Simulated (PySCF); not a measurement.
# ²⁹Si chemical shifts

Computational details: σ from GIAO-PBE0/pcSseg-1, geometry: GFN2-xTB, in PySCF (averaged over atoms made equivalent by symmetry, fast rotation or ring inversion, relativity neglected, one conformer, no solvent model).

Shieldings were converted by a linear fit to measured shifts: ²⁹Si (scatter 8.9 ppm rms, 25.8 ppm with the 6 outliers that the fit left out vs TMS, solution or neat liquid). Occasional misses reach two or three times the rms, and more in compound classes unlike the fitted ones.

Task: Give the ²⁹Si shifts of `CN(C)[Si](C)([SiH3])[SiH3]`, `C[SiH2]C[C@@H]1C=C[Si@H]1F`, `C[C@@H]([SiH3])[Si@@H](N)C[SiH3]`, `C=C[C@](C=O)(C[SiH3])C(C)=O`, `CC#C[SiH2]CS[SiH2]Cl`, `CC#C[Si@H](C)S[SiH2]Cl`, `C=C(C)[Si@@](C)(N)[SiH3]`, `FC[SiH2][C@H](CF)C(Cl)Cl`, `C=N[Si@@H](NC)N(C)[SiH3]`.

Result: 
```tsv
compound	environment	δ (ppm)
[CH3:1][N:2]([CH3:3])[Si:4]([CH3:5])([SiH3:6])[SiH3:7]	Si4: silicon bonded to C, N, 2 Si	-17.4
[CH3:1][N:2]([CH3:3])[Si:4]([CH3:5])([SiH3:6])[SiH3:7]	Si6/7: silicon bonded to Si, 3 H (×2)	-107.6
[CH3:1][SiH2:2][CH2:3][C@@H:4]1[CH:5]=[CH:6][Si@H:7]1[F:8]	Si7: silicon bonded to 2 C, F, H, in a 4-membered ring	-2.8
[CH3:1][SiH2:2][CH2:3][C@@H:4]1[CH:5]=[CH:6][Si@H:7]1[F:8]	Si2: silicon bonded to 2 C, 2 H	-40.2
[CH3:1][C@@H:2]([SiH3:3])[Si@@H:4]([NH2:5])[CH2:6][SiH3:7]	Si4: silicon bonded to 2 C, N, H	-15.3
[CH3:1][C@@H:2]([SiH3:3])[Si@@H:4]([NH2:5])[CH2:6][SiH3:7]	Si3: silicon bonded to C, 3 H	-64.3
[CH3:1][C@@H:2]([SiH3:3])[Si@@H:4]([NH2:5])[CH2:6][SiH3:7]	Si7: silicon bonded to C, 3 H	-72.5
C=C[C@](C=O)(C[SiH3])C(C)=O	silicon bonded to C, 3 H	-74.5
[CH3:1][C:2]#[C:3][SiH2:4][CH2:5][S:6][SiH2:7][Cl:8]	Si7: silicon bonded to Cl, S, 2 H	-13.9
[CH3:1][C:2]#[C:3][SiH2:4][CH2:5][S:6][SiH2:7][Cl:8]	Si4: silicon bonded to 2 C, 2 H	-69.2
[CH3:1][C:2]#[C:3][Si@H:4]([CH3:5])[S:6][SiH2:7][Cl:8]	Si7: silicon bonded to Cl, S, 2 H	-11.2
[CH3:1][C:2]#[C:3][Si@H:4]([CH3:5])[S:6][SiH2:7][Cl:8]	Si4: silicon bonded to 2 C, S, H	-37.3
[CH2:1]=[C:2]([CH3:3])[Si@@:4]([CH3:5])([NH2:6])[SiH3:7]	Si4: silicon bonded to 2 C, N, Si	-12.1
[CH2:1]=[C:2]([CH3:3])[Si@@:4]([CH3:5])([NH2:6])[SiH3:7]	Si7: silicon bonded to Si, 3 H	-110.3
FC[SiH2][C@H](CF)C(Cl)Cl	silicon bonded to 2 C, 2 H	-42.3
[CH2:1]=[N:2][Si@@H:3]([NH:4][CH3:5])[N:6]([CH3:7])[SiH3:8]	Si3: silicon bonded to 3 N, H	-34.0
[CH2:1]=[N:2][Si@@H:3]([NH:4][CH3:5])[N:6]([CH3:7])[SiH3:8]	Si8: silicon bonded to N, 3 H	-52.6
```
